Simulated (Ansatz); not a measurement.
C3H7GeN can be A, `CC#[C][GeH2][NH2]`, or B, `[GeH3][CH2]N1C=C1`.

Program: Ansatz. Geometries: PBE0-D4/def2-TZVP. ΔE: electronic, gas phase. CCSD(T)/CBS adds triple-zeta CCSD(T) − MP2 to the extrapolated MP2 energy (def2 sets, frozen cores). DFT in def2-TZVPP. B3LYP here is the variant with VWN-RPA as its local correlation; programs differ in this. For Ge outer-core shells are correlated without core-valence functions, which leaves a few kJ/mol of doubt a bond. Scalar relativity is left out up to krypton. Each species was taken in one conformer, which may not be the lowest.

A:

```xyz
12

C     0.280   -2.588   -0.955
C    -0.043   -1.227   -0.580
C    -0.316   -0.091   -0.269
Ge   -0.715    1.700    0.245
N     0.496    2.408    1.434
H     1.290   -2.852   -0.632
H    -0.417   -3.295   -0.498
H     0.228   -2.716   -2.039
H    -0.688    2.582   -1.009
H    -2.086    1.714    0.931
H     1.435    2.462    1.062
H     0.537    1.902    2.309
```

B:

Z-matrix (Å, degrees):
```
Ge
C 1 1.967
H 1 1.541 2 109.5
H 1 1.540 2 110.1 3 119.3
H 1 1.536 2 110.5 3 -120.0
N 2 1.466 1 109.6 3 59.2
H 2 1.100 1 109.5 3 -65.1
H 2 1.094 1 108.2 3 177.5
C 6 1.493 2 113.6 1 -147.1
C 6 1.484 2 113.6 1 -91.4
H 9 1.074 6 138.3 2 -82.2
H 10 1.075 6 138.4 2 81.5
```

(1) Which is lower in electronic energy at CCSD(T)/CBS, and by how much? (Estimate.)

(2) Give E(B) − E(A) in kcal/mol with ωB97M-V, PBE-D4, CCSD(T)/def2-TZVPP, HF/def2-TZVPP, CCSD/def2-TZVPP, MP2/def2-TZVPP, B3LYP-D4. (Best estimate.)

Largest T1 diagnostic: 0.011.

## Answers

(1) The calculation gave: A, by 73.2 kcal/mol.

(2) Computed: ωB97M-V 72.0, PBE-D4 66.2, CCSD(T)/def2-TZVPP 74.1, HF/def2-TZVPP 83.9, CCSD/def2-TZVPP 75.6, MP2/def2-TZVPP 76.4, B3LYP-D4 72.8. None reverses the order clearly.

The D4 term adds −1.4 kcal/mol with B3LYP and −0.7 kcal/mol with PBE0; it sums over pairs of atoms, weighted by their polarisabilities, and B3LYP, whose exchange is more repulsive, gets the larger term. From PBE to PBE0 (25 % exact exchange), in def2-TZVPP and without D4, E(B) − E(A) moves by +2.7 kcal/mol.
